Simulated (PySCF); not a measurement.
SMILES c1(cc(C)ccc1)[SiH3], GFN2-xTB optimised geometry.

```
18

C     -2.17    -1.89     0.00
C     -1.39    -0.60     0.00
C     -2.06     0.62     0.00
C     -1.35     1.80     0.00
C      0.04     1.78     0.00
C      0.73     0.58     0.00
Si     2.62     0.52     0.02
C     -0.01    -0.60     0.00
H     -2.80    -1.95    -0.89
H     -1.51    -2.75     0.02
H     -2.83    -1.93     0.87
H     -3.14     0.63     0.00
H     -1.87     2.75     0.00
H      0.58     2.71     0.00
H      3.14     1.83    -0.37
H      3.08    -0.51    -0.91
H      3.08     0.20     1.38
H      0.52    -1.55     0.00
```

Density from CAM-B3LYP/def2-SVP (PySCF) at that geometry.

Minimum of the electron density along straight lines between bonded atoms, close to the bond critical point (lines longer than 1.1 times the sum of covalent radii, or with two minima, are not listed):

| bond | length / Å | ρ at the minimum / e bohr⁻³ | ∇²ρ there / e bohr⁻⁵ | position (fraction from the first atom) |
|---|---|---|---|---|
| C1–C2 | 1.500 | ? | -0.62 | 0.49 |
| C2–C3 | 1.391 | 0.312 | -0.81 | 0.50 |
| C3–C4 | 1.382 | 0.316 | -0.82 | 0.50 |
| C4–C5 | 1.384 | 0.315 | -0.82 | 0.50 |
| C5–C6 | 1.391 | 0.309 | -0.78 | 0.50 |
| C6–Si7 | 1.886 | 0.114 | 0.34 | 0.62 |
| C2–C8 | 1.386 | 0.314 | -0.81 | 0.50 |
| C6–C8 | 1.392 | 0.309 | -0.78 | 0.50 |
| C1–H9 | 1.090 | 0.275 | -1.01 | 0.63 |
| C1–H10 | 1.087 | 0.278 | -1.03 | 0.63 |
| C1–H11 | 1.089 | 0.275 | -1.02 | 0.63 |
| C3–H12 | 1.081 | 0.283 | -1.08 | 0.63 |
| C4–H13 | 1.081 | 0.283 | -1.09 | 0.63 |
| C5–H14 | 1.081 | 0.284 | -1.09 | 0.63 |
| Si7–H15 | 1.464 | 0.117 | 0.33 | 0.49 |
| Si7–H16 | 1.465 | 0.117 | 0.34 | 0.49 |
| Si7–H17 | 1.467 | 0.117 | 0.33 | 0.49 |
| C8–H18 | 1.082 | 0.283 | -1.07 | 0.63 |

Problem. What belongs in the gaps?

Solution. 
- C1–C2, ρ at the minimum / e bohr⁻³: 0.257
